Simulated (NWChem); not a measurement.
The numbers come from NWChem runs, not from measurements. System: silicon monosulfide (SSi), charge 0, spin multiplicity 1, at a geometry optimised with PBE0/def2-SVP. Level: CR-CCSD(T)/def2-TZVP, 10 core orbitals frozen.

The NWChem input:

```
start mol
memory heap 100 mb stack 700 mb global 1900 mb
geometry units angstroms nocenter noautoz
  Si     0.000000     0.000000     1.034479
  S      0.000000     0.000000    -0.905170
  symmetry group C2v
end
basis spherical
  * library def2-tzvp
end
scf
  rhf
  nopen 0
  maxiter 100
  thresh 1e-7
  semidirect memsize 60000000 filesize 0
end
tce
  freeze core 10
  cr-ccsd(t)
  2eorb
  2emet 13
  thresh 1e-6
  maxiter 100
  tilesize 24
end
task tce energy
```

Part of the output:

```
             Northwest Computational Chemistry Package (NWChem) 7.3.0
             --------------------------------------------------------

                                NWChem Input Module
                                -------------------

 Scaling coordinates for geometry "geometry" by  1.889725989
 (inverse scale =  0.529177249)

 Turning off AUTOSYM since
 SYMMETRY directive was detected!

                             Geometry "geometry" -> ""
                             -------------------------

 Output coordinates in angstroms (scale by  1.889725989 to convert to a.u.)

  No.       Tag          Charge          X              Y              Z
 ---- ---------------- ---------- -------------- -------------- --------------
    1 Si                  14.0000     0.00000000     0.00000000     1.03447900
    2 S                   16.0000     0.00000000     0.00000000    -0.90517000

 Effective nuclear repulsion energy (a.u.)      61.1119350851

            Nuclear Dipole moment (a.u.)
            ----------------------------
        X                 Y               Z
 ---------------- ---------------- ----------------
     0.0000000000     0.0000000000    -0.0000264562

      Symmetry information
      --------------------

 Group name             C2v
 Group number             16
 Group order               4
 No. of unique centers     2

      Symmetry unique atoms

     1    2


 Summary of "ao basis" -> "" (spherical)
 ------------------------------------------------------------------------------
       Tag                 Description            Shells   Functions and Types
 ---------------- ------------------------------  ------  ---------------------
 *                         def2-tzvp                  on all atoms

 Summary of "ao basis" -> "ao basis" (spherical)
 ------------------------------------------------------------------------------
       Tag                 Description            Shells   Functions and Types
 ---------------- ------------------------------  ------  ---------------------
 Si                        def2-tzvp                13       37   5s5p2d1f
 S                         def2-tzvp                13       37   5s5p2d1f

                                 NWChem SCF Module
                                 -----------------

  ao basis        = "ao basis"
  functions       =    74
  atoms           =     2
  closed shells   =    15
  open shells     =     0
  charge          =   0.00
  wavefunction    = RHF
  use symmetry    = T
  symmetry adapt  = T

 Summary of "ao basis" -> "ao basis" (spherical)
 ------------------------------------------------------------------------------
       Tag                 Description            Shells   Functions and Types
 ---------------- ------------------------------  ------  ---------------------
 Si                        def2-tzvp                13       37   5s5p2d1f
 S                         def2-tzvp                13       37   5s5p2d1f

      Symmetry analysis of basis
      --------------------------

        a1         32
        a2          6
        b1         18
        b2         18

 Forming initial guess at       0.1s

      Superposition of Atomic Density Guess
      -------------------------------------

 Sum of atomic energies:        -686.31491183

      Non-variational initial energy
      ------------------------------

 Total energy =    -686.511503
 1-e energy   =   -1071.566166
 2-e energy   =     323.942728
 HOMO         =      -0.285601
 LUMO         =      -0.038961
[...]
    18      0.740446  1 Si px                55     -0.435807  2 S  px
    15      0.309943  1 Si px                52     -0.184366  2 S  px

 Vector   18  Occ=0.000000D+00  E= 1.394187D-01  Symmetry=a1
              MO Center= -2.4D-17,  4.1D-17,  8.4D-01, r^2= 6.9D+00
   Bfn.  Coefficient  Atom+Function         Bfn.  Coefficient  Atom+Function
  ----- ------------  ---------------      ----- ------------  ---------------
    42      1.897496  2 S  s                 20      1.679380  1 Si pz
     5     -1.603781  1 Si s                 57      0.888247  2 S  pz
    17      0.276854  1 Si pz                54      0.254753  2 S  pz
    28     -0.179493  1 Si d  0

 center of mass
 --------------
 x =   0.00000000 y =   0.00000000 z =   0.00004375

 moments of inertia (a.u.)
 ------------------
         200.462357521714           0.000000000000           0.000000000000
           0.000000000000         200.462357521714           0.000000000000
           0.000000000000           0.000000000000           0.000000000000

  Mulliken analysis of the total density
  --------------------------------------

    Atom       Charge   Shell Charges
 -----------   ------   -------------------------------------------------------
    1 Si  14    13.64   2.00  0.59  1.38  1.09  0.77  4.10  1.74  0.42  0.95  0.38  0.07  0.13  0.02
    2 S   16    16.36   2.01  0.49  1.48  1.05  0.79  4.18  1.69  0.87  2.36  1.37  0.02  0.05  0.00

       Multipole analysis of the density wrt the origin
       ------------------------------------------------

     L   x y z        total         open         nuclear
     -   - - -        -----         ----         -------
     0   0 0 0     -0.000000      0.000000     30.000000

     1   1 0 0      0.000000      0.000000      0.000000
     1   0 1 0     -0.000000      0.000000      0.000000
     1   0 0 1      0.924246      0.000000     -0.000026

     2   2 0 0    -18.998383      0.000000      0.000000
     2   1 1 0      0.000000      0.000000      0.000000
     2   1 0 1      0.000000      0.000000      0.000000
     2   0 2 0    -18.998383      0.000000      0.000000
     2   0 1 1     -0.000000      0.000000      0.000000
     2   0 0 2    -19.715087      0.000000    100.316121

                   NWChem Extensible Many-Electron Theory Module
                   ---------------------------------------------


            General Information
            -------------------
      Number of processors :     1
         Wavefunction type : Restricted Hartree-Fock
          No. of electrons :    30
           Alpha electrons :    15
            Beta electrons :    15
           No. of orbitals :   148
            Alpha orbitals :    74
             Beta orbitals :    74
        Alpha frozen cores :    10
         Beta frozen cores :    10
     Alpha frozen virtuals :     0
      Beta frozen virtuals :     0
         Spin multiplicity : singlet
    Number of AO functions :    74
       Number of AO shells :    26
        Use of symmetry is : on
      Symmetry adaption is : on
         Schwarz screening : 0.10D-09

          Correlation Information
          -----------------------
          Calculation type : Coupled-cluster singles & doubles w/ perturbation
   Perturbative correction : Completely renormalized (T)
            Max iterations :      100
        Residual threshold : 0.10D-05
     T(0) DIIS level shift : 0.00D+00
     L(0) DIIS level shift : 0.00D+00
     T(1) DIIS level shift : 0.00D+00
     L(1) DIIS level shift : 0.00D+00
     T(R) DIIS level shift : 0.00D+00
     T(I) DIIS level shift : 0.00D+00
   CC-T/L Amplitude update :  5-th order DIIS
                I/O scheme : Global Array Library
        L-threshold :  0.10D-05
        EOM-threshold :  0.10D-05
 no EOMCCSD initial starts read in
 TCE RESTART OPTIONS
 SLICE:      F
 D4D5:       F
 quantumc:   F
 qrotation:  F
 pwtce:      F
 qducc:      F
 nacto:                         0
 nrotv:                         0
 nrot:                          0

            Memory Information
            ------------------
          Available GA space size is     249031324 doubles
          Available MA space size is     104853028 doubles

 Maximum block size supplied by input
 Maximum block size        24 doubles

 tile_dim =     23

 -------------------------------------------------

 Global array virtual files algorithm will be used

 Parallel file system coherency ......... OK

 4-electron integrals stored in orbital form

 v2    file size   =          1338615
 4-index algorithm nr.  13 is used
 imaxsize =       30
 imaxsize ichop =        0


CCSD iterations
 ---------------------------------------------------------
 Iter          Residuum       Correlation     Cpu    Wall
 ---------------------------------------------------------
    1   0.1263248751032  -0.2558377740293     0.1     0.1
    2   0.0365866930008  -0.2694531766961     0.1     0.1
    3   0.0140353968350  -0.2761573244072     0.1     0.1
    4   0.0064838001877  -0.2775240145604     0.2     0.2
    5   0.0029756709795  -0.2783105291634     0.2     0.2
    6   0.0009672137987  -0.2787163530951     0.1     0.1
    7   0.0005783547777  -0.2787627222111     0.1     0.1
    8   0.0002803142946  -0.2787824249215     0.2     0.2
    9   0.0002003067021  -0.2787808569195     0.1     0.1
   10   0.0001082699757  -0.2787893183970     0.2     0.2
   11   0.0000191136466  -0.2787945940378     0.1     0.1
   12   0.0000089117832  -0.2787953329083     0.2     0.2
   13   0.0000045716534  -0.2787957608826     0.1     0.1
   14   0.0000027888040  -0.2787956929150     0.1     0.1
   15   0.0000015394149  -0.2787957409281     0.1     0.1
   16   0.0000003720512  -0.2787957119999     0.2     0.2
 -----------------------------------------------------------------
 Iterations converged
 CCSD correlation energy / hartree =        -0.278795711999881
 CCSD total energy / hartree       =      -686.774736989775079

 Singles contributions

 Doubles contributions
 CR-CCSD(T)

 CR-CCSD[T]  correction energy / hartree =        -0.014321259881590
 CR-CCSD[T] correlation energy / hartree =        -0.293116971881471
 CR-CCSD[T] total energy / hartree       =      -686.789058249656705
 CR-CCSD(T)  correction energy / hartree =        -0.013731351629731
 CR-CCSD(T) correlation energy / hartree =        -0.292527063629612
 CR-CCSD(T) total energy / hartree       =      -686.788468341404837

 Task  times  cpu:       11.4s     wall:       11.4s

 Total times  cpu:       11.5s     wall:       11.5s
```
